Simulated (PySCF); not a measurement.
# How methods differ on the ionisation energy of Bi⁶⁰⁺

Bi⁶⁰⁺ [Ar] 3d5 [3d3/2^4 3d5/2^1, M_J = 5/2] → Bi⁶¹⁺ [Ar] 3d4 [3d3/2^4, M_J = 0], as a difference of total energies. Calculation: PySCF 2.14, in an uncontracted even-tempered set (15 s from 19 bohr⁻², ratio 2.8; 13 p from 24 bohr⁻², ratio 2.8; 8 d from 24 bohr⁻², ratio 2.8; 3 f from 81 bohr⁻², ratio 3); the two-component X2C-1e Hamiltonian. Correlated levels: [Ne] frozen; the 72 highest virtual spinors dropped. "Screened" scales the spin-orbit matrix elements by Boettger's factors to mimic the two-electron term; Breit and QED terms are absent.

| method | ionisation energy (eV) |
| --- | --- |
| GHF (spin-free) | 6439.8 |
| GMP2 (spin-free) | 6439.7 |
| GHF (screened spin-orbit) | 6361.1 |
| GMP2 (screened spin-orbit) | 6360.9 |

Breit and QED terms and the two-electron picture change are absent.

The spin-free rows relax to the high-spin LS determinant and lack the spin-orbit shift.

The labels give the starting determinants; with spin-orbit coupling the two ends relaxed to ⟨J²⟩ = 8.75, ⟨L²⟩ = 6.90, ⟨S²⟩ = 2.67 and ⟨J²⟩ = 0.00, ⟨L²⟩ = 2.50, ⟨S²⟩ = 2.50.

For comparison: 6358 ± 10 eV (theoretical estimate listed by NIST; NIST Atomic Spectra Database, ionization energies).
